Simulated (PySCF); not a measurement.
Isomers of C4H7FO2S, mass 138.015 u with the commonest isotopes. Method: B3LYP/def2-SVPD in PySCF (dipole) on a GFN2-xTB geometry, gas phase. One conformer each, none proved a minimum here; rigid rotors.

Question: Order these by out-of-plane moment Σ m c² = (Ia + Ib − Ic)/2, largest first.
A. `[CH3:1][C@@H:2]1[CH2:3][S:4](=[O:5])(=[O:6])[C@H:7]1[F:8]` with C1–C2–C3–S4 -96°, C2–C3–S4–O5 90°, C3–S4–C7–F8 -97°, C1–C2–C7–S4 97°
B. `[CH3:1][O:2][C:3](=[S:4])[C@H:5]([F:6])[O:7][CH3:8]` with C1–O2–C3–S4 0°, O2–C3–C5–F6 46°, C3–C5–O7–C8 -171°
C. `[CH3:1][C@@H:2]1[CH2:3][S:4](=[O:5])(=[O:6])[C@@H:7]1[F:8]` with C1–C2–C3–S4 -95°, C2–C3–S4–O5 94°, C3–S4–C7–F8 136°, C1–C2–C7–S4 96°
D. `[CH3:1][O:2][C@@H:3]1[C@@H:4]([F:5])[CH2:6][S@@:7]1=[O:8]` with C1–O2–C3–C4 176°, O2–C3–C4–F5 103°, C3–C4–C6–S7 19°, C4–C6–S7–O8 88°, O2–C3–S7–C6 133°

Answer: C (72.21 u·Å²), B (57.88 u·Å²), A (56.11 u·Å²), D (29.31 u·Å²).

Question: Order these by dipole moment, largest first.
A. `[CH3:1][O:2][C:3](=[S:4])[C@H:5]([F:6])[O:7][CH3:8]` with C1–O2–C3–S4 0°, O2–C3–C5–F6 46°, C3–C5–O7–C8 -171°
B. `[CH3:1][C@@H:2]1[CH2:3][S:4](=[O:5])(=[O:6])[C@H:7]1[F:8]` with C1–C2–C3–S4 -96°, C2–C3–S4–O5 90°, C3–S4–C7–F8 -97°, C1–C2–C7–S4 97°
C. `[CH3:1][C@@H:2]1[CH2:3][S:4](=[O:5])(=[O:6])[C@@H:7]1[F:8]` with C1–C2–C3–S4 -95°, C2–C3–S4–O5 94°, C3–S4–C7–F8 136°, C1–C2–C7–S4 96°
D. `[CH3:1][O:2][C@@H:3]1[C@@H:4]([F:5])[CH2:6][S@@:7]1=[O:8]` with C1–O2–C3–C4 176°, O2–C3–C4–F5 103°, C3–C4–C6–S7 19°, C4–C6–S7–O8 88°, O2–C3–S7–C6 133°

Answer: C (5.24 D), B (5.04 D), D (2.41 D), A (1.05 D).

Question: Order these by rotational constant A, largest first.
A. `[CH3:1][O:2][C@@H:3]1[C@@H:4]([F:5])[CH2:6][S@@:7]1=[O:8]` with C1–O2–C3–C4 176°, O2–C3–C4–F5 103°, C3–C4–C6–S7 19°, C4–C6–S7–O8 88°, O2–C3–S7–C6 133°
B. `[CH3:1][C@@H:2]1[CH2:3][S:4](=[O:5])(=[O:6])[C@H:7]1[F:8]` with C1–C2–C3–S4 -96°, C2–C3–S4–O5 90°, C3–S4–C7–F8 -97°, C1–C2–C7–S4 97°
C. `[CH3:1][O:2][C:3](=[S:4])[C@H:5]([F:6])[O:7][CH3:8]` with C1–O2–C3–S4 0°, O2–C3–C5–F6 46°, C3–C5–O7–C8 -171°

Answer: C (2669 MHz), B (2391 MHz), A (2104 MHz).

```
                     SMILES  point group  Ia (u·Å²)  Ib (u·Å²)  Ic (u·Å²)      κ  μa (D)  μb (D)  μc (D)
          COC(=S)[C@H](F)OC           C1     189.38     460.53     534.15  -0.82    0.42    0.52    0.81
 C[C@@H]1CS(=O)(=O)[C@@H]1F           C1     189.75     312.66     357.98  -0.67    3.64    2.66    2.66
  C[C@@H]1CS(=O)(=O)[C@H]1F           C1     211.36     277.43     376.57  -0.09    4.87    0.17    1.29
CO[C@@H]1[C@@H](F)C[S@@]1=O           C1     240.24     299.00     480.62   0.21    0.48    0.84    2.21
```
